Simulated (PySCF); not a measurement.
Species: `[SiH2](O)O[C@]1([C@H](C1)F)OC`. The columns A, B, C and D hold Mulliken, IAO, Hirshfeld and ESP-fitted charges (e) of one PBE0/pcSseg-1 density (PySCF), in a shuffled order. Coordinates in Å (GFN2-xTB); the density's dipole moment is (-1.95, -0.81, 0.63) D.

| atom | x | y | z | A | B | C | D |
| --- | --- | --- | --- | --- | --- | --- | --- |
| C1 | -2.025 | 1.017 | 0.202 | -0.208 | -0.112 | -0.030 | -0.041 |
| O2 | -1.159 | 0.454 | -0.773 | -0.388 | -0.375 | -0.494 | -0.136 |
| C3 | -0.255 | -0.453 | -0.255 | +0.361 | +0.364 | +0.288 | +0.127 |
| O4 | 0.686 | 0.076 | 0.576 | -0.634 | -0.431 | -0.610 | -0.218 |
| Si5 | 1.710 | 1.305 | 0.195 | +1.225 | +0.852 | +0.950 | +0.444 |
| O6 | 2.667 | 1.415 | 1.491 | -0.793 | -0.717 | -0.544 | -0.310 |
| C7 | -0.692 | -1.868 | 0.028 | -0.349 | -0.425 | -0.186 | -0.112 |
| C8 | 0.139 | -1.558 | -1.188 | +0.134 | +0.079 | +0.221 | +0.034 |
| F9 | 1.440 | -1.959 | -1.190 | -0.302 | -0.190 | -0.307 | -0.105 |
| H10 | -1.451 | 1.450 | 1.025 | +0.138 | +0.092 | +0.113 | +0.040 |
| H11 | -2.584 | 1.797 | -0.309 | +0.163 | +0.122 | +0.126 | +0.054 |
| H12 | -2.711 | 0.261 | 0.595 | +0.131 | +0.093 | +0.100 | +0.040 |
| H13 | 2.431 | 0.983 | -1.031 | -0.175 | -0.160 | -0.139 | -0.085 |
| H14 | 1.015 | 2.584 | 0.154 | -0.168 | -0.123 | -0.141 | -0.083 |
| H15 | 2.980 | 0.628 | 1.932 | +0.369 | +0.447 | +0.248 | +0.183 |
| H16 | -0.193 | -2.371 | 0.842 | +0.174 | +0.185 | +0.149 | +0.056 |
| H17 | -1.723 | -2.144 | -0.126 | +0.163 | +0.179 | +0.140 | +0.055 |
| H18 | -0.287 | -1.611 | -2.180 | +0.159 | +0.120 | +0.117 | +0.057 |

Q: Which column most likely holds the ESP-fitted charges?

A: B. Σ q r misses the density's dipole by 0.06 D (B), 1.08 D (D), 1.86 D (C), 2.12 D (A). Charges fitted to the outside potential are the only set here that is tied to the molecule's multipoles.

Q: And the Hirshfeld charges?

A: D. The mean sizes are 0.121 e (D), 0.272 e (C), 0.282 e (B), 0.335 e (A), and Hirshfeld charges are commonly the smallest of these schemes.

As computed, A = IAO, B = ESP-fitted, C = Mulliken, D = Hirshfeld. Hydrogens on carbon: IAO +0.13 to +0.17, ESP-fitted +0.09 to +0.18, Mulliken +0.10 to +0.15, Hirshfeld +0.04 to +0.06 e.

The Hirshfeld scheme weights the molecular density at each point by an atom's share of the summed free-atom densities. The Mulliken scheme gives each basis function's population to the atom it is centred on and halves the overlap population of two atoms between them.

Isolated species at its GFN2-xTB geometry (one conformer only).

The run behind these numbers computed NMR shieldings as well. Time: 46 s wall; peak memory 0.84 GiB. Hardware: one thread, Arm Neoverse V1 (aarch64), no GPU, shared host with 32 logical CPUs at a one-minute load of 30.

The values belong to the conformer `[CH3:1][O:2][C@@:3]1([O:4][SiH2:5][OH:6])[CH2:7][C@@H:8]1[F:9]`: C1–O2–C3–O4 -67°, O2–C3–O4–Si5 -56°, C3–O4–Si5–O6 -175°, H–O6–Si5–O4 40°.
